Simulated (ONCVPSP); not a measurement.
What one change does to a pseudopotential (zirconium, ONCV)

| Quantity | Value |
| --- | --- |
| Element | zirconium |
| Generator | ONCVPSP 4.0.1 |
| Type | optimised norm-conserving Vanderbilt (ONCV) |
| Functional | PBE |
| Relativity | scalar-relativistic |
| Frozen core | [Kr] |
| Valence charge | 4 |
| Reference configuration | 4d2 5s1.75 5p0.25 |
| Partial waves | 5s: rc 3.30 bohr, ncon 5, nbas 10, qcut 1.9 1/bohr, 3 projectors, debl 1 Ha; 5p: rc 3.75 bohr, ncon 5, nbas 9, qcut 2.6 1/bohr, 2 projectors, debl 1.2 Ha; 4d: rc 2.65 bohr, ncon 4, nbas 8, qcut 6.4 1/bohr, 2 projectors, debl 1.4 Ha |
| Local potential | polynomial inside 2.30 bohr (lpopt 5, dvloc0 0 Ha) |
| Core correction | Teter function, fcfact 4.5, rcfact 1.6 |

Change: core correction Teter function, fcfact 5.5, rcfact 1.1.

Cutoffs: the cutoffs (Ha) at which the residual kinetic energy of the hardest occupied pseudo-wave falls to 1 and 0.1 mHa per electron; they do not see the model core or the augmentation charge, which bear on the density cutoff. Errors are all-electron minus pseudo energies relative to the spin-unpolarised reference configuration.

Q: Predict the effect on cutoff, ghosts and configuration errors.

A: The potential gets neither clearly harder nor softer (12 Ha and 19 Ha → 12 Ha and 19 Ha); of the 4 tests that both files solve, the error grows in 0 and shrinks in 4 by more than 15 % and 0.3 meV (median size 36.8 → 7.7 meV); neither file shows a bound ghost. A model core, the more so a compact one, raises the density cutoff, which this test does not measure.

```csv
quantity,base,changed
"cutoff, loose",12 Ha,12 Ha
"cutoff, tight",19 Ha,19 Ha
bound ghosts,none,none
GHOST(+) flags under 300 eV,"p at 43.2 eV, s at 55.5 eV","p at 43.2 eV, s at 55.5 eV"
"error for 4d2 5s2 5p0, meV [ΔE -0.75 eV]",-0.9,+0.1
"error for 4d2 5s1 5p0, meV [ΔE 6.39 eV]",-59,+5.1
"error for 4d2 5s0 5p0, meV [ΔE 19.33 eV]",-332,+100
"error for 4d2.5 5s1.5 5p0, meV [ΔE -0.23 eV]",-15,-10
s: phases at 3.34 bohr within 0.05 rad from the reference energy up to (Ha; the scan ends near 5),2.0,2.0
p: phases at 3.81 bohr within 0.05 rad from the reference energy up to (Ha; the scan ends near 5),n/a,n/a
d: phases at 2.70 bohr within 0.05 rad from the reference energy up to (Ha; the scan ends near 5),4.5,4.5
"rms error of d²Exc/dni dnj with the model core, mHa",3.26,4.65
```
